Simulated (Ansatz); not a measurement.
This geometry of AlBrF3H (6 atoms, charge 0, multiplicity 1) is a first-order saddle point.

Level of theory: Ansatz, RKS B3LYP/def2-SVP.

```xyz
6
Properties=species:S:1:pos:R:3
Al 0.013 -0.239 0.023
F 0.017 0.050 1.771
F 1.438 0.166 -0.708
F -1.443 0.083 -0.688
Br 0.086 -2.567 0.919
H 0.055 -1.251 1.872
```

**Question.** Which two structures does it join? (They come from a converged band through this point; their orientation in space is the band's.)

**Answer.** Bonds broken: Br5–H6. Bonds formed: F2–H6.

Image 0:

```xyz
6
Properties=species:S:1:pos:R:3
Al 0.005 0.021 0.049
F 0.002 0.468 1.654
F 1.422 0.134 -0.799
F -1.427 0.050 -0.780
Br 0.087 -2.541 0.892
H 0.076 -1.890 2.172
```

Image 8:

```xyz
6
Properties=species:S:1:pos:R:3
Al 0.019 -0.479 -0.098
F 0.018 -0.019 1.823
F 1.428 0.212 -0.626
F -1.435 0.127 -0.605
Br 0.090 -2.689 0.523
H 0.046 -0.910 2.172
```

**Question.** How far does it lie above each of them?

**Answer.** 0.164 eV above the first and 0.269 eV above the second. This is the barrier of this one path; another mechanism may lie lower. The orbitals stay closed-shell, which can raise the energy where a bond breaks towards radicals; this wasn't checked here.

The run took 5.6 min on 2 threads of Intel(R) Xeon(R) Platinum 8259CL CPU @ 2.50GHz (Skylake/Cascade Lake), with other jobs on the host, peak memory 0.24 GiB.
